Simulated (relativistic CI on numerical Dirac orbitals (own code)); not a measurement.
# Hyperfine structure of K¹⁴⁺, mass number 41

Computed by Dirac-Coulomb-Breit CI, orbitals from a KLI potential per configuration, model QED (radiative potential, 1s self-energy scaled to tabulated hydrogen-like ionisation energies), unscaled Slater integrals (own radial code, finite nucleus).

CI space (outside the closed core 1s2): 2s²2p, 2s2p², 2p³, 2p²3s, 2p²3p, 2p²3d, 2s²3s, 2s²3p, 2s²3d, 2s2p3s, 2s2p3p, 2s2p3d, 2s²4s, 2s²4p, 2s²4d, 2s²4f. Levels of other configurations are missing.

Nuclear spin I = 3/2, μ = 0.21487 μN, Q = 0.0734 b (tables of Stone and Pyykkö). The electronic factors are computed for point nuclear moments, without core polarisation or the Bohr-Weisskopf and QED corrections.

```csv
Level,E (cm⁻¹),A (MHz),B (MHz)
2s²2p ²P°1/2,0,7723,
2s²2p ²P°3/2,28898,1560,1390
2s2p² ⁴P1/2,244391,13610,
2s2p² ⁴P3/2,255536,6296,1140
2s2p² ⁴P5/2,270123,6578,-1420
2s2p² ²D3/2,448566,-1523,1970
2s2p² ²D5/2,450058,7280,2820
2s2p² ²S1/2,560192,19320,
```

Levels with J = 0, under 50 % of one LS term, or S terms without an open s electron are left out. Small factors come from cancelling terms and can be off by tens of per cent or more.

At this charge energies of transitions that change n are usually good to better than 1 %, and those within a shell (Δn = 0) to a few per cent.

Q: Give the hyperfine levels of 2s²2p ²P°1/2 relative to its centre of gravity.

A: With K = F(F + 1) − I(I + 1) − J(J + 1), E = AK/2: F = 1: -9654, F = 2: 5792 MHz.
